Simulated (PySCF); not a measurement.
# C₆ coefficients of unlike pairs at PBE

Calculated with PySCF 2.14 from the dipole response of each species, C₆(A,B) = (3/π) ∫ α_A(iu) α_B(iu) du, in atomic units, from isotropic polarisabilities. For ions this is the dispersion term alone; charge-induced terms of lower order in 1/R come first.

```
species           configuration                                                                                  basis      relativity  α (bohr³)  C₆ (like pair)
   Ar²⁺       [Ne] 3s2 3p4 (3P)                                                                dyall-av3z (19s12p3d2f)   spin-free X2C      4.764           16.82
    Rh⁺           [Kr] 4d8 (3F)                   def2-QZVPPD with the def2 core potential (28 electrons) (7s5p4d4f2g)  core potential      14.19           89.08
     Si       [Ne] 3s2 3p2 (3P)   aug-cc-pV(Q+d)Z with one added diffuse shell each of s, p, d, f, g type (8s7p6d4f3g)            none      41.87           343.4
    Sn⁺  [Kr] 4d10 5s2 5p1 (2P)  aug-cc-pwCVTZ-DK3 with one added diffuse shell each of s, p, d, f type (11s10p8d5f1g)   spin-free X2C      27.32           211.7
```

**Question.** Estimate C₆ for Si with Rh⁺.

**Answer.** The integral gives 159.6. The combination rule 2 C_A C_B / (C_A α_B/α_A + C_B α_A/α_B) gives 161.4 and the geometric mean 174.9.

No spin-orbit coupling is included.

The other pairs:

```
     pair     C₆
  Sn⁺, Si  263.8
 Sn⁺, Rh⁺  134.1
 Si, Ar²⁺  63.69
Sn⁺, Ar²⁺  55.49
Rh⁺, Ar²⁺  38.20
```
